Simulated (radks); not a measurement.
Results of a calculation; reference values are marked as such.
These are the eigenvalues of the occupied orbitals of an atom or ion with whole-number occupations (eV). Code: a radial shooting solver on a logarithmic mesh with Libxc functionals. Model: scalar-relativistic Kohn-Sham, LDA (Slater exchange, Perdew-Zunger correlation), spin-polarised, spherical densities, point nucleus.

| orbital | eigenvalue |
|---|---|
| 1s down | -38716.04 |
| 1s up | -38716.04 |
| 2s up | -6167.442 |
| 2s down | -6167.391 |
| 2p up | -5530.813 |
| 2p down | -5530.773 |
| 3s up | -1321.652 |
| 3s down | -1321.621 |
| 3p up | -1118.343 |
| 3p down | -1118.310 |
| 3d up | -825.4488 |
| 3d down | -825.4045 |
| 4s up | -269.5815 |
| 4s down | -269.5023 |
| 4p up | -203.4039 |
| 4p down | -203.3271 |
| 4d up | -107.6277 |
| 4d down | -107.5412 |
| 5s up | -43.1537 |
| 5s down | -42.6436 |
| 5p up | -26.7451 |
| 5p down | -26.0706 |
| 5d up | -7.7198 |

Which element is it, and in what charge state? The configuration may be excited. Open shells, if any, are filled with parallel spins first.

Answer. Z = 57, lanthanum, charge +1: La+ in [Xe] 5d2. The list shows which subshells hold electrons but not how many an open one holds; the 1s level, -1422.8 hartree, gives Z - s = 53.3 by -(Z - s)^2/2, which with screening and relativity narrows Z to a few neighbours, and the depths of the outer levels then fix element, charge and occupations together.
